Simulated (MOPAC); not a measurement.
MOPAC input (PM6):

```
PM6 PRECISE GNORM=0.05 LET XYZ CHARGE=-1 GEO-OK AUX(PRECISION=9) THREADS=1
C2H8ClSi2

C    -1.78609100 1    1.30561800 1    0.41318100 1
Si   -1.28160900 1   -0.22637400 1   -0.70504300 1
C    -2.09362700 1   -1.65222400 1    0.38964100 1
Si    0.84844000 1   -0.53972900 1    0.28796700 1
Cl    2.31483500 1    0.94675200 1   -0.25540800 1
H    -2.84030900 1    1.54976500 1    0.23797300 1
H    -1.20279800 1    2.19054300 1    0.14131100 1
H    -1.66003300 1    1.13510500 1    1.48928800 1
H    -3.17863800 1   -1.63177700 1    0.23495500 1
H    -1.91722000 1   -1.55840800 1    1.46861000 1
H    -1.74891400 1   -2.64259100 1    0.07475700 1
H     1.55805900 1   -1.81329000 1   -0.07473300 1
H     0.98033500 1   -0.51904300 1    1.79189700 1
```

Output:

```
 *******************************************************************************
 **                                                                           **
 **                              MOPAC v23.2.5                                **
 **                                                                           **
 *******************************************************************************
 ** MOPAC's Digital Object Identifier: https://doi.org/10.5281/zenodo.6511958 **
 **                                                                           **
 ** Please cite the open-source release paper for use of this MOPAC version:  **
 ** J. E. Moussa and J. J. P. Stewart (2026)                                  **
 ** MOPAC: An open-source semiempirical molecular orbital program             **
 ** J. Open Source Softw., 11(119), 8025, https://doi.org/10.21105/joss.08025 **
 *******************************************************************************

                              PM6 CALCULATION RESULTS

 *******************************************************************************
 *  PM6        - The PM6 Hamiltonian to be used
 *  GEO-OK     - OVERRIDE INTERATOMIC DISTANCE AND OTHER SAFETY CHECKS
 *
 *
 *
 *                 CHARGE ON SYSTEM = -1
 *
 *
 *
 *  LET        - OVERRIDE SOME SAFETY CHECKS
 *  PRECISE    - TIGHTER CRITERIA TO BE USED
 *  XYZ        - CARTESIAN COORDINATE SYSTEM TO BE USED
 *  GNORM      - EXIT WHEN GRADIENT NORM DROPS BELOW 0.050
 *  AUX        - OUTPUT AUXILIARY INFORMATION
 *******************************************************************************
PM6 PRECISE GNORM=0.05 LET XYZ CHARGE=-1 GEO-OK AUX(PRECISION=9) THREADS=1
 C2H8ClSi2

   ATOM   CHEMICAL          X               Y               Z
  NUMBER   SYMBOL      (ANGSTROMS)     (ANGSTROMS)     (ANGSTROMS)

     1       C         -1.78609100  *   1.30561800  *   0.41318100  *
     2      Si         -1.28160900  *  -0.22637400  *  -0.70504300  *
     3       C         -2.09362700  *  -1.65222400  *   0.38964100  *
     4      Si          0.84844000  *  -0.53972900  *   0.28796700  *
     5      Cl          2.31483500  *   0.94675200  *  -0.25540800  *
     6       H         -2.84030900  *   1.54976500  *   0.23797300  *
     7       H         -1.20279800  *   2.19054300  *   0.14131100  *
     8       H         -1.66003300  *   1.13510500  *   1.48928800  *
     9       H         -3.17863800  *  -1.63177700  *   0.23495500  *
    10       H         -1.91722000  *  -1.55840800  *   1.46861000  *
    11       H         -1.74891400  *  -2.64259100  *   0.07475700  *
    12       H          1.55805900  *  -1.81329000  *  -0.07473300  *
    13       H          0.98033500  *  -0.51904300  *   1.79189700  *

          CARTESIAN COORDINATES

    NO.       ATOM           X           Y           Z

     1         C         -1.7861      1.3056      0.4132
     2        Si         -1.2816     -0.2264     -0.7050
     3         C         -2.0936     -1.6522      0.3896
     4        Si          0.8484     -0.5397      0.2880
     5        Cl          2.3148      0.9468     -0.2554
[...]

          MOLECULAR DIMENSIONS (Angstroms)

            Atom       Atom       Distance
            H     8   Cl     5     5.97619
            H     7    H    11     4.73191
            H    12    H     6     3.22735

          SCF CALCULATIONS        =        109

   ATOM   CHEMICAL          X               Y               Z
  NUMBER   SYMBOL      (ANGSTROMS)     (ANGSTROMS)     (ANGSTROMS)

     1       C         -2.14412579  *   1.28531163  *   0.73071798  *
     2      Si         -1.01313238  *  -0.26820370  *   0.61254394  *
     3       C         -2.08382658  *  -1.60745909  *  -0.26297832  *
     4      Si          0.91998865  *  -0.16878153  *   0.44081535  *
     5      Cl          2.42668107  *   0.36834175  *  -1.03057022  *
     6       H         -2.51007606  *   1.59789705  *  -0.24876472  *
     7       H         -1.58514532  *   2.11842170  *   1.17171830  *
     8       H         -3.00025583  *   1.06422992  *   1.37338318  *
     9       H         -2.45346917  *  -1.26463826  *  -1.23087623  *
    10       H         -2.93732082  *  -1.86238709  *   0.37055224  *
    11       H         -1.48759223  *  -2.51297224  *  -0.42293156  *
    12       H          1.37835393  *  -1.57005921  *   0.77314614  *
    13       H          1.32986331  *   0.74851481  *   1.56985856  *

                             CARTESIAN COORDINATES

   1    C       -2.144125788     1.285311625     0.730717977
   2   Si       -1.013132378    -0.268203700     0.612543945
   3    C       -2.083826585    -1.607459094    -0.262978323
   4   Si        0.919988646    -0.168781528     0.440815346
   5   Cl        2.426681068     0.368341753    -1.030570221
   6    H       -2.510076057     1.597897053    -0.248764722
   7    H       -1.585145319     2.118421700     1.171718299
   8    H       -3.000255830     1.064229924     1.373383177
   9    H       -2.453469172    -1.264638258    -1.230876231
  10    H       -2.937320822    -1.862387092     0.370552238
  11    H       -1.487592233    -2.512972240    -0.422931565
  12    H        1.378353932    -1.570059211     0.773146142
  13    H        1.329863312     0.748514814     1.569858557

           Empirical Formula: C2 H8 Si2 Cl  =    13 atoms

      MOLECULAR POINT GROUP   :   Cs

                  EIGENVALUES
 -22.02177 -21.40983 -20.37922 -15.76569 -10.90978 -10.23858 -10.09423  -9.71922
  -9.66194  -8.08476  -7.99645  -7.06332  -6.60140  -6.09773  -4.70199  -2.50304
   3.93308   4.05709   4.56684   5.19368   5.45566   5.51338   6.03902   6.35691
   6.48404   7.30123   7.67638   7.86704   8.28289   8.77053   8.91467   8.97243
   9.76555   9.78602   9.85293   9.87374  10.82710  10.95476  97.87440  97.90519
  97.92577  98.07671  98.07723

              NET ATOMIC CHARGES AND DIPOLE CONTRIBUTIONS

  ATOM NO.   TYPE          CHARGE      No. of ELECS.   s-Pop       p-Pop       d-Pop
    1          C          -0.716912        4.7169     1.07576     3.64116
    2         Si          -0.111850        4.1119     1.36859     2.32651     0.41675
    3          C          -0.716903        4.7169     1.07576     3.64114
    4         Si          -0.043032        4.0430     1.25228     2.18040     0.61035
    5         Cl          -0.460255        7.4603     1.99450     5.46427     0.00148
    6          H           0.162504        0.8375     0.83750
    7          H           0.171271        0.8287     0.82873
    8          H           0.160544        0.8395     0.83946
    9          H           0.162467        0.8375     0.83753
   10          H           0.160559        0.8394     0.83944
   11          H           0.171274        0.8287     0.82873
   12          H           0.030165        0.9698     0.96983
   13          H           0.030167        0.9698     0.96983
 DIPOLE           X         Y         Z       TOTAL
 POINT-CHG.    -0.214    -0.510     1.473     1.573
 HYBRID        -1.880     0.623    -1.928     2.764
 SUM           -2.094     0.113    -0.455     2.146

          ATOMIC ORBITAL ELECTRON POPULATIONS

     Atom    s        px        py        pz      x^2-y^2     xz        z^2       yz        xy
    1  C   1.07576   1.21172   1.26354   1.16590
    2 Si   1.36859   0.67431   0.59522   1.05697   0.06927   0.13060   0.03823   0.04963   0.12903
    3  C   1.07576   1.20652   1.24427   1.19036
    4 Si   1.25228   0.62821   0.77632   0.77587   0.13851   0.21302   0.07206   0.12072   0.06604
    5 Cl   1.99450   1.77066   1.92180   1.77181   0.00021   0.00064   0.00024   0.00024   0.00015
    6  H   0.83750
    7  H   0.82873
    8  H   0.83946
    9  H   0.83753
   10  H   0.83944
   11  H   0.82873
   12  H   0.96983
   13  H   0.96983

 **********************
 *                    *
 * JOB ENDED NORMALLY *
 *                    *
 **********************

 == MOPAC DONE ==
```

The dipole moment of an ion depends on the origin.

The geometry given is a B3LYP-D3(BJ)/def2-TZVP minimum.
